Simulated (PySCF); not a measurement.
# PBE on Pd+ (palladium, charge +1)

Configuration: [Kr] 4d8 5p1, one real determinant (an excited configuration). All numbers are calculated (PySCF 2.14, scalar relativity by spin-free X2C-1e, in x2c-TZVPPall).

```
Total energy                                                  : -5044.24 hartree
One-electron energy                                           : -6932.38 hartree
Hartree (Coulomb) energy                                      : 2032.57 hartree
Exchange-correlation energy                                   : -144.43 hartree
⟨S²⟩                                                          : 3.7505
⟨L²⟩                                                          : 14.011
Sum of ⟨r⟩                                                    : 30.41 bohr
Sum of ⟨r²⟩                                                   : 45.71 bohr²
Traceless quadrupole moment −½Σ⟨3z² − r²⟩ along its main axis : -5.85 e·bohr²
Langevin diamagnetic susceptibility                           : -36.2 ×10⁻⁶ cm³/mol
```

| shell | electrons | mean orbital energy (hartree) | spread (hartree) | rms radius, mean of both spins (bohr) |
| --- | --- | --- | --- | --- |
| 1s α | 1 | -887.27026 | 0 | 0.0365 |
| 1s β | 1 | -887.26975 | 0 | 0.0365 |
| 2s α | 1 | -130.13392 | 0 | 0.150 |
| 2s β | 1 | -130.12143 | 0 | 0.150 |
| 2p α | 3 | -116.79688 | 0.00132 | 0.133 |
| 2p β | 3 | -116.78714 | 0.00203 | 0.133 |
| 3s α | 1 | -23.98512 | 0 | 0.406 |
| 3s β | 1 | -23.97808 | 0 | 0.406 |
| 3p α | 3 | -19.59717 | 0.00359 | 0.408 |
| 3p β | 3 | -19.58912 | 0.00463 | 0.408 |
| 3d α | 5 | -12.60195 | 0.01450 | 0.391 |
| 3d β | 5 | -12.58994 | 0.00574 | 0.391 |
| 4s α | 1 | -3.78022 | 0 | 1.00 |
| 4s β | 1 | -3.72188 | 0 | 1.00 |
| 4p α | 3 | -2.52212 | 0.00969 | 1.11 |
| 4p β | 3 | -2.46096 | 0.01234 | 1.11 |
| 4d α | 5 | -0.73485 | 0.04206 | 1.53 |
| 4d β | 3 | -0.68529 | 0.01225 | 1.53 |
| 5p α | 1 | -0.30965 | 0 | 3.83 |

⟨L²⟩ = 14.01 against 20 for a pure G term, so this real determinant mixes terms.

Densities and radii are taken from the X2C orbitals without a picture-change correction, which distorts them close to the nucleus.
